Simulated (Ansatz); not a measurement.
```xyz
2

S     0.0250    0.0428   -0.0730
H    -0.0161    0.0144    1.2292
```

Basis set: STO-3G (spherical functions). Correlated methods keep 5 orbitals frozen. Charge 0, multiplicity 2.

Computed with Ansatz (development build ahead of 0.2.0); each method stands on the lowest determinant of its kind that the runs found.

The atomization energy at this shape (free ground-state atoms in the same class of orbitals less the molecule, no zero-point energy) of doublet SH:

```json
{"method": "UHF-MP2", "atomization energy": "3.43 eV"}
```

(1) What does UHF give?

Results:

(1) 3.06 eV.

This basis has no polarisation functions and is too small for such energies, which can lie far from measured ones in either direction.
